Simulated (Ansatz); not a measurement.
Geometry optimisation, Ansatz, DFT LDA, scalar-relativistic, plane waves, PAW.

input.yaml

```yaml
accuracy: low
crystal:
  lattice:
    - [7.113787, 0.0, 0.0]
    - [0.0, 7.113787, 0.0]
    - [0.0, 0.0, 7.113787]
  atoms:
    - { symbol: O, position: [0.7452871, 0.1707196, 0.6513117] }
    - { symbol: H, position: [0.7913749, 0.2979633, 0.6363902] }
    - { symbol: H, position: [0.7361682, 0.1238268, 0.5238142] }
    - { symbol: O, position: [0.1330818, 0.0258143, 0.4268626] }
    - { symbol: H, position: [0.2290371, 0.1004828, 0.3655852] }
    - { symbol: H, position: [0.0943564, -0.0629896, 0.331197] }
    - { symbol: O, position: [0.1824429, 0.6612271, 0.0122327] }
    - { symbol: H, position: [0.2506425, 0.744953, -0.070692] }
    - { symbol: H, position: [0.2165478, 0.7035291, 0.137073] }
    - { symbol: O, position: [0.028825, 0.3835825, 0.9157244] }
    - { symbol: H, position: [0.1402722, 0.3400947, 0.9807325] }
    - { symbol: H, position: [0.0771964, 0.4670665, 0.8196602] }
    - { symbol: O, position: [0.1182072, 0.5399488, 0.379204] }
    - { symbol: H, position: [0.0562698, 0.5392262, 0.5004514] }
    - { symbol: H, position: [0.1127218, 0.4100942, 0.3386405] }
    - { symbol: O, position: [0.5387516, 0.7592536, 0.383255] }
    - { symbol: H, position: [0.4704428, 0.8544014, 0.4526705] }
    - { symbol: H, position: [0.5668532, 0.6641981, 0.4765955] }
    - { symbol: O, position: [0.483662, 0.1458285, 0.0897758] }
    - { symbol: H, position: [0.5123204, 0.2610192, 0.0230862] }
    - { symbol: H, position: [0.5045972, 0.0481366, -0.0027213] }
    - { symbol: O, position: [0.6228996, 0.6111449, 1.0105826] }
    - { symbol: H, position: [0.706708, 0.5183111, 0.9567706] }
    - { symbol: H, position: [0.5010617, 0.5795539, 0.9586668] }
    - { symbol: O, position: [0.3950461, 0.0698741, 0.7184577] }
    - { symbol: H, position: [0.4187922, 0.1173492, 0.5930785] }
    - { symbol: H, position: [0.4727651, -0.0416114, 0.7267315] }
    - { symbol: O, position: [0.8630338, 0.0953339, 0.0705968] }
    - { symbol: H, position: [0.9447103, 0.1215599, -0.0351333] }
    - { symbol: H, position: [0.8592341, -0.0406447, 0.0763484] }
    - { symbol: S, position: [0.8793187, 0.7797278, 0.7737266] }
    - { symbol: H, position: [0.9169016, 0.6999072, 0.940069] }
    - { symbol: H, position: [1.0342104, 0.8867159, 0.777687] }
basis:
  ecutwfc: 420.0
kpoints:
  mp_grid: { grid: [1, 1, 1] }
hamiltonian:
  xc: lda
scf:
  occupations: { method: fermi_dirac, width: 0.02 }
  lower_state_search: "off"
relax:
  f_tol: 0.3
  max_steps: 15
  adjacent_minimum: "off"
```

Command:

```bash
$ ansatz run input.yaml --threads 1 --pin off --max-ram 3072MiB --backend cpu --events-out ev --progress --plain --runs-dir out
```

Question: Where does it end, and by what steps?

Answer: It converged. The threshold is loose, so the end isn't yet a minimum. Limits of this set-up: coarse k mesh, low accuracy level. After 14 steps the energy has fallen by 5.896 eV; H32 moved furthest, 1.62 Å.

| step | energy less start (eV) | largest force component (eV/Å) | accepted |
| --- | --- | --- | --- |
| 0 | 0.0000 | 1.153 | yes |
| 1 | -1.1375 | 1.645 | yes |
| 2 | -1.9580 | 2.277 | yes |
| 3 | -2.6930 | 1.908 | yes |
| 4 | -3.2592 | 1.379 | yes |
| 5 | -3.7116 | 1.186 | yes |
| 6 | -4.1155 | 1.103 | yes |
| 7 | -4.4604 | 1.783 | yes |
| 8 | -4.7572 | 1.476 | yes |
| 9 | -5.1139 | 0.754 | yes |
| 10 | -5.3272 | 0.393 | yes |
| 11 | -5.5069 | 0.516 | yes |
| 12 | -5.6778 | 0.517 | yes |
| 13 | -5.7917 | 0.302 | yes |
| 14 | -5.8957 | 0.285 | yes |

```xyz
33
Lattice="7.1138 0.0000 0.0000 0.0000 7.1138 0.0000 0.0000 0.0000 7.1138" Properties=species:S:1:pos:R:3
O 5.103 1.380 5.165
H 6.029 1.451 5.530
H 5.183 1.104 4.230
O 1.603 0.556 2.889
H 2.080 0.942 2.077
H 0.691 0.393 2.479
O 1.830 4.645 -0.315
H 2.152 5.554 -0.566
H 1.622 4.568 0.674
O 0.188 1.992 6.625
H 1.130 1.817 7.013
H 0.142 2.969 6.600
O 1.384 4.006 2.198
H 0.796 4.384 2.915
H 1.345 3.036 2.310
O 3.911 6.378 3.101
H 2.962 6.674 2.969
H 3.851 5.402 3.067
O 2.467 1.455 0.604
H 3.187 2.185 0.359
H 2.640 0.744 -0.087
O 4.049 3.184 6.846
H 4.342 2.701 6.023
H 3.287 3.805 6.636
O 2.715 -0.177 5.678
H 2.175 0.163 4.925
H 3.637 -0.160 5.315
O 6.457 0.527 1.587
H 6.566 1.101 0.770
H 5.610 0.035 1.533
S 6.746 5.296 4.529
H 7.654 4.956 5.527
H 7.468 6.396 4.176
```

Run time: 56 s on 1 thread of Arm Neoverse N1, on a shared host, peak memory 0.42 GiB.
